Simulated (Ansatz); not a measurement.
The cluster Nb₆⁻, relaxed as a doublet with UKS PBE-D4/def2-SVPD in Ansatz, starting from the GFN1-xTB geometry. Force threshold 0.02 eV/Å.

In the def2 sets Nb takes a core potential; there is no spin–orbit coupling. The relaxation made no stability test and no search for a lower SCF solution. No other spin state of charge -1 was run. Another isomer (doublet) lies 2.62 eV lower at PBE0-D4/def2-TZVPD; other spin states weren't run for this one.

Start:

```tsv
atom	x (Å)	y (Å)	z (Å)
Nb1	-0.039	-2.140	-1.464
Nb2	-0.835	-2.238	1.002
Nb3	-0.769	-0.106	2.477
Nb4	0.048	2.138	1.467
Nb5	0.815	2.242	-1.008
Nb6	0.780	0.104	-2.474
```

```csv
step,energy (eV),largest force component (eV/Å),SCF passes
1,-9295.3281,2.280,344
2,-9297.4872,1.438,270
3,-9298.0197,1.153,95
4,-9298.6067,1.424,140
5,-9299.5182,1.575,103
6,-9300.0736,1.067,49
7,-9300.1776,0.675,52
8,-9300.5791,2.043,53
9,-9301.7289,1.642,51
10,-9302.2578,1.030,66
11,-9302.3226,0.417,50
12,-9302.3576,0.177,54
13 (rejected),-9302.3289,0.716,66
14,-9302.3756,0.067,59
15,-9302.3789,0.036,48
16,-9302.3795,0.006,41
```

Force components are those of the run's own axes.

End:

Cartesian coordinates in Å:
```
Nb -0.120 -1.266 -0.493
Nb -0.990 -2.506 1.318
Nb -0.739 -0.445 2.062
Nb 0.159 1.257 0.505
Nb 0.970 2.510 -1.324
Nb 0.719 0.449 -2.068
```

Bonds formed: Nb1–Nb3, Nb1–Nb4, Nb4–Nb6 (atoms count from 1).

No frequencies were taken in this run, so the end may be a saddle point.

It took 6.3 min on 4 threads of Arm Neoverse V1 on a shared host, peak host memory 0.81 GiB.
